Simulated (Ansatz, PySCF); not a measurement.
Species: CH3Si, net charge 0, doublet state. SMILES: C=[SiH]
Structure (B3LYP-D3(BJ)/def2-TZVP (Ansatz, a first-principles code) minimum search):
```
C
H 1 1.0812
H 1 1.0862 2 115.98
Si 1 1.7070 2 123.86 3 180.00
H 4 1.4946 1 121.17 2 -180.00
```
Charge 0, spin multiplicity 2.

Wanted: enthalpy of formation at 298 K, in kcal/mol. Set-up: valence correlation only; non-relativistic; dispersion terms only where a functional's name holds one; 6-31G* and kin with 6d, 5d where marked; spin-orbit terms left out; open shells spin-unrestricted; 6-311+G** with 5d, 6d on Na to Ar in Ansatz; LANL2DZ with its own core potentials from Na on. First-principles rows: single points at B3LYP-D3(BJ) geometries (Ansatz), with unscaled harmonic terms from B3LYP/6-31G* (Ansatz) at its own minima, enthalpies of formation by atomisation with measured atoms. A UHF reference is markedly spin-contaminated in at least one set, which strains HF and MP2.

```json
[
 {"level": "PBE/3-21G", "program": "Ansatz", "enthalpy of formation at 298 K (kcal/mol)": "88.1"},
 {"level": "B3LYP/6-31G*", "program": "Ansatz", "enthalpy of formation at 298 K (kcal/mol)": "89.8"},
 {"level": "B3LYP/def2-SVP", "program": "Ansatz", "enthalpy of formation at 298 K (kcal/mol)": "86.7"},
 {"level": "PBE0/6-31G*", "program": "Ansatz", "enthalpy of formation at 298 K (kcal/mol)": "88.7"},
 {"level": "M06-2X/6-311+G**", "program": "PySCF", "enthalpy of formation at 298 K (kcal/mol)": "86.9"},
 {"level": "MP2/LANL2DZ", "program": "Ansatz", "enthalpy of formation at 298 K (kcal/mol)": "148.2"},
 {"level": "MP2/6-31G*", "program": "Ansatz", "enthalpy of formation at 298 K (kcal/mol)": "131.8"},
 {"level": "PBE/def2-TZVPD", "program": "Ansatz", "enthalpy of formation at 298 K (kcal/mol)": "78.5"},
 {"level": "B2PLYP-D3(BJ)/def2-TZVPD", "program": "Ansatz + dftd3", "enthalpy of formation at 298 K (kcal/mol)": "87.5"}
]
```

No value to compare with is used here. The 7 habitual levels span 86.7 (B3LYP/def2-SVP) to 148.2 kcal/mol (MP2/LANL2DZ); PBE/def2-TZVPD gives 78.5.

The levels are drawn from those run, B3LYP/6-31G* more often than the rest, none by its result; left out are runs that failed, that the program found above a lower state of the same kind, or whose <S^2> lies over 0.5 above the pure value.
